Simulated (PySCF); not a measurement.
Compound: C₂H₈GeNP.
Geometry (PBE0-D3(BJ)/def2-SVP, Å), atoms numbered from 1 in this order:
```
atom  x, y, z in Å
C1     1.8669    0.6823    0.2147
N2     1.6162   -0.1545   -0.9200
C3     0.5307   -0.7939   -1.0339
Ge4   -1.0319   -0.8300    0.1923
P5    -1.9935    1.2941    0.2259
H6     2.7948    0.3523    0.7087
H7     1.0547    0.7106    0.9682
H8     2.0523    1.7115   -0.1331
H9     0.4143   -1.4088   -1.9440
H10   -1.9932   -1.9088   -0.3447
H11   -0.6345   -1.1911    1.6368
H12   -3.2902    0.8302    0.6068
H13   -2.3014    1.2627   -1.1689
```

Computed, not measured: PBE0-D3(BJ)/def2-SVP geometry optimisation, gas phase (PySCF 2.14.0).

Masses are those of the commonest isotopes; rigid-rotor values at the optimised geometry. The values belong to one conformer with, in the numbering `[CH3:1]/[N:2]=[CH:3]\[GeH2:4][PH2:5]`, N2–C3–Ge4–P5 65°, C3–Ge4–P5–H 155° and 62°.

Question: What are A, B and C (cm⁻¹)?

Answer: Ia = 151.00, Ib = 307.84, Ic = 402.02 u·Å²; 505379 MHz·u·Å²/I gives 3347, 1642 and 1257 MHz, that is A = 0.11164, B = 0.05476, C = 0.04193 cm⁻¹.

Question: Classify the top.

Answer: An asymmetric top; Ray's κ = -0.632.

Question: Is it planar, by Δ = Ic − Ia − Ib?

Answer: Not planar: Δ = Ic − Ia − Ib = -56.82 u·Å². For a rigid frame Δ = −2 Σ m c², so Σ m c² = 28.41 u·Å² lies off the ab plane: 11.48 from hydrogen and 16.93 from heavier atoms. The atom farthest from that plane is 1.68 Å away.

Question: Give the other two planar moments, Paa and Pbb, and the rms extents of the mass along the axes.

Answer: Paa = Σ m a² = (Ib + Ic − Ia)/2 = 279.43 and Pbb = Σ m b² = (Ia + Ic − Ib)/2 = 122.59 u·Å². With the mass M = 150.96 u, the rms extents √(P/M) along a, b and c are 1.36, 0.90, 0.43 Å.

Question: List the rotational levels J(Ka,Kc) to J = 3 (K).

Answer: Above 0(0,0), as E/k:
J = 1: 1(0,1) 0.139, 1(1,1) 0.221, 1(1,0) 0.239
J = 2: 2(0,2) 0.415, 2(1,2) 0.481, 2(1,1) 0.536, 2(2,1) 0.782, 2(2,0) 0.784
J = 3: 3(0,3) 0.821, 3(1,3) 0.869, 3(1,2) 0.979, 3(2,2) 1.199, 3(2,1) 1.213, 3(3,1) 1.656, 3(3,0) 1.656
The levels of one J sum to (2J + 1)J(J + 1)(A + B + C)/3.

Question: Predict some low-J microwave lines.

Answer: The dipole components are |μa| = 0.90 D, |μb| = 0.44 D, |μc| = 0.34 D. The squared components, which scale the intensities, stand as 1.00 : 0.24 : 0.14 (a : b : c). Some lines, for components of 0.1 D or more:

```json
{"type": "a", "branch": "Q", "J(Ka,Kc)": "3(1,2) ← 3(1,3)", "MHz": "2302", "lower level (cm⁻¹)": "0.604"}
{"type": "b", "branch": "Q", "J(Ka,Kc)": "2(1,1) ← 2(0,2)", "MHz": "2532", "lower level (cm⁻¹)": "0.288"}
{"type": "a", "branch": "R", "J(Ka,Kc)": "1(0,1) ← 0(0,0)", "MHz": "2899", "lower level (cm⁻¹)": "0.000"}
{"type": "b", "branch": "Q", "J(Ka,Kc)": "3(1,2) ← 3(0,3)", "MHz": "3294", "lower level (cm⁻¹)": "0.571"}
{"type": "c", "branch": "Q", "J(Ka,Kc)": "2(2,1) ← 2(1,1)", "MHz": "5116", "lower level (cm⁻¹)": "0.373"}
{"type": "a", "branch": "R", "J(Ka,Kc)": "2(1,2) ← 1(1,1)", "MHz": "5413", "lower level (cm⁻¹)": "0.154"}
{"type": "a", "branch": "R", "J(Ka,Kc)": "2(0,2) ← 1(0,1)", "MHz": "5740", "lower level (cm⁻¹)": "0.097"}
{"type": "b", "branch": "Q", "J(Ka,Kc)": "2(2,1) ← 2(1,2)", "MHz": "6269", "lower level (cm⁻¹)": "0.334"}
{"type": "c", "branch": "R", "J(Ka,Kc)": "2(1,1) ← 1(0,1)", "MHz": "8272", "lower level (cm⁻¹)": "0.097"}
{"type": "b", "branch": "R", "J(Ka,Kc)": "2(2,1) ← 1(1,0)", "MHz": "11298", "lower level (cm⁻¹)": "0.166"}
{"type": "b", "branch": "R", "J(Ka,Kc)": "2(2,0) ← 1(1,1)", "MHz": "11741", "lower level (cm⁻¹)": "0.154"}
{"type": "c", "branch": "R", "J(Ka,Kc)": "3(1,2) ← 2(0,2)", "MHz": "11766", "lower level (cm⁻¹)": "0.288"}
{"type": "c", "branch": "R", "J(Ka,Kc)": "3(2,1) ← 2(1,1)", "MHz": "14094", "lower level (cm⁻¹)": "0.373"}
{"type": "b", "branch": "R", "J(Ka,Kc)": "3(2,1) ← 2(1,2)", "MHz": "15248", "lower level (cm⁻¹)": "0.334"}
{"type": "c", "branch": "R", "J(Ka,Kc)": "3(3,0) ← 2(2,0)", "MHz": "18166", "lower level (cm⁻¹)": "0.545"}
{"type": "c", "branch": "R", "J(Ka,Kc)": "3(3,1) ← 2(2,1)", "MHz": "18218", "lower level (cm⁻¹)": "0.543"}
{"type": "b", "branch": "R", "J(Ka,Kc)": "3(3,0) ← 2(2,1)", "MHz": "18224", "lower level (cm⁻¹)": "0.543"}
```

Whether it is a minimum is left open (no frequencies). Zero-point vibration and centrifugal distortion are left out. A rigid rotor knows nothing of internal rotation, which can split or shift real lines. Quadrupole hyperfine structure (14N) is left out.

Hardware: one thread, Arm Neoverse N1 (aarch64), no GPU, on a shared host. Cost: 2.4 min, 0.51 GiB resident at most. These figures are those of the optimisation.
